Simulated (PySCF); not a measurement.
CH₁₀O₂Si₃, SMILES C[Si@H](O)O[SiH2][SiH3].

Coordinates come from a B3LYP-D3(BJ)/def2-SVP optimisation. The structure was generated by enumeration; whether it is a known compound was not checked. One conformer was computed; it need not be the lowest.

The numbers are results of PBE/def2-TZVP run with PySCF, not measurements.

The total energy is -1062.62042 hartree, the highest occupied level is -6.68 eV and the lowest empty level comes out as -1.06 eV. The orbital gap is 5.62 eV and the dipole moment is 1.64 D. The quadrupole, principal values (traceless, Buckingham form, about the centre of nuclear charge) is -6.31, 0.47, 5.83 D·Å.
